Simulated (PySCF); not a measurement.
Compound: diglyme, C6H14O3.
Bonds: C1–O2, O2–C3, C3–C4, C4–O5, O5–C6, C6–C7, C7–O8, O8–C9. Hydrogens: H10, H11, H12 on C1; H13, H14 on C3; H15, H16 on C4; H17, H18 on C6; H19, H20 on C7; H21, H22, H23 on C9.

The same species was optimised twice, with GFN2-xTB and with PBE0-D3(BJ)/def2-SVP (PySCF), and the same property calculations (PySCF, gas phase) were run on both structures.

```
     coordinate  GFN2-xTB  PBE0-D3(BJ)/def2-SVP  change
      C3–C4 (Å)     1.525                 1.511  -0.014
      O2–C3 (Å)     1.407                 1.393  -0.014
      C6–C7 (Å)     1.533                 1.519  -0.014
      C1–O2 (Å)     1.405                 1.392  -0.013
      C7–O8 (Å)     1.407                 1.394  -0.013
      C4–O5 (Å)     1.411                 1.398  -0.013
      O8–C9 (Å)     1.405                 1.392  -0.013
      O5–C6 (Å)     1.406                 1.396  -0.010
   C7–O8–C9 (°)     112.9                 113.8    +0.9
   C1–O2–C3 (°)     112.7                 113.7    +1.0
   C4–O5–C6 (°)     114.7                 115.5    +0.8
   O5–C6–C7 (°)     113.8                 113.2    -0.6
   O2–C3–C4 (°)     108.5                 108.1    -0.4
   C6–C7–O8 (°)     107.8                 107.7    -0.1
   C3–C4–O5 (°)     107.9                 107.9     0.0
C1–O2–C3–C4 (°)       179                   180      +1
O2–C3–C4–O5 (°)      -179                  -179       0
C3–C4–O5–C6 (°)      -170                  -167      +3
C4–O5–C6–C7 (°)       -72                   -76      -4
```

Rotational constants: A = 6007, B = 440.9, C = 422.7 MHz (GFN2-xTB) against A = 6148, B = 445.3, C = 427.4 MHz (PBE0-D3(BJ)/def2-SVP). Point groups within 0.08 Å: C1 and C1.

On the GFN2-xTB structure: HOMO (eV) -7.35 [PBE0/pcSseg-1]; LUMO (eV) 1.57 [PBE0/pcSseg-1]; dipole (D) 1.19 [PBE0/pcSseg-1]; GIAO shielding of C1/C9 (mean) (ppm) 124.9 [PBE0/pcSseg-1]; GIAO shielding of O2/O8 (mean) (ppm) 320.6 [PBE0/pcSseg-1]; GIAO shielding of C3/C7 (mean) (ppm) 111.3 [PBE0/pcSseg-1]; GIAO shielding of C4/C6 (mean) (ppm) 113.2 [PBE0/pcSseg-1]; GIAO shielding of O5 (ppm) 304.1 [PBE0/pcSseg-1].

Problem. What do these properties become on the PBE0-D3(BJ)/def2-SVP structure?

Solution. 
```csv
property,level,on GFN2-xTB,on PBE0-D3(BJ)/def2-SVP,change
HOMO (eV),PBE0/pcSseg-1,-7.35,-7.38,-0.03
LUMO (eV),PBE0/pcSseg-1,1.57,1.56,-0.01
dipole (D),PBE0/pcSseg-1,1.19,1.07,-0.12
"energy, GFN2-xTB geometry as zero (kcal/mol)",PBE0/pcSseg-1,0.0,-0.2,-0.2
GIAO shielding of C1/C9 (mean) (ppm),PBE0/pcSseg-1,124.9,124.8,-0.1
GIAO shielding of O2/O8 (mean) (ppm),PBE0/pcSseg-1,320.6,322.9,+2.3
GIAO shielding of C3/C7 (mean) (ppm),PBE0/pcSseg-1,111.3,112.3,+1.0
GIAO shielding of C4/C6 (mean) (ppm),PBE0/pcSseg-1,113.2,112.9,-0.3
GIAO shielding of O5 (ppm),PBE0/pcSseg-1,304.1,309.5,+5.4
```

The heavy atoms differ by 0.050 Å rms after alignment. Among bonds between heavy atoms C1–O2, O2–C3, C3–C4, C4–O5, C6–C7, C7–O8 and O8–C9 change most and about equally (-0.014 to -0.013 Å). Changes are differences of the printed values. Neither structure is proved a minimum here.
